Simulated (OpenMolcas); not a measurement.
An atom or ion with 23 electrons was computed by SS-CASPT2, IPEA 0.25 Eh, imaginary shift 0.1 Eh with spin-orbit coupling (OpenMolcas, ANO-RCC-VTZP, DKH2). The lowest levels that the run gave, each within 12 % of the measured value where one is at hand:

```tsv
J	Parity	E (cm⁻¹)	g
5/2	even	0.0	2.001
5/2	even	47750	0.574
7/2	even	47880	0.985
11/2	even	47920	1.273
9/2	even	47950	1.172
5/2	even	52390	1.567
3/2	even	52690	1.674
1/2	even	53060	2.558
7/2	even	57220	1.427
1/2	even	57580	0.109
3/2	even	57860	1.257
5/2	even	57910	1.399
```

Question: Which ion is it, and what are the configurations and terms?

Answer: Cu6+ (Z = 29, charge +6; active space 5 electrons in 5 orbitals (3d)). J, parity and g give the terms where levels are pure, and mixed ones are named by the computed weights; the size of the splittings, set against known spectra of the 23-electron sequence, gives the charge. In order, with the measured energies in cm⁻¹ (the list in Gamrath, thesis, University of Mons (2023)): 3d⁵ ⁶S_5/2, 3d⁵ ⁴G_5/2, 3d⁵ ⁴G_7/2, 3d⁵ ⁴G_11/2, 3d⁵ ⁴G_9/2, 3d⁵ ⁴P_5/2 (50732), 3d⁵ ⁴P_3/2 (51067), 3d⁵ ⁴P_1/2 (51407), 3d⁵ ⁴D_7/2 (55742), 3d⁵ ⁴D_1/2 (56210), 3d⁵ ⁴D_3/2 (56428), 3d⁵ ⁴D_5/2 (56427).

CASPT2 breaks the degeneracy within a term, and the mean is taken; among the terms shown or strongly mixed into the levels shown the widest spread is 49 cm-1 (3d⁵ ⁴G). Measured partners are found by configuration, term and J. A level has none where our copy of the source lacks it or the pairing is in doubt (some pairs that miss far off the trend of their configuration count as doubtful), and it then counts in no deviation. Only configurations of the active space appear.
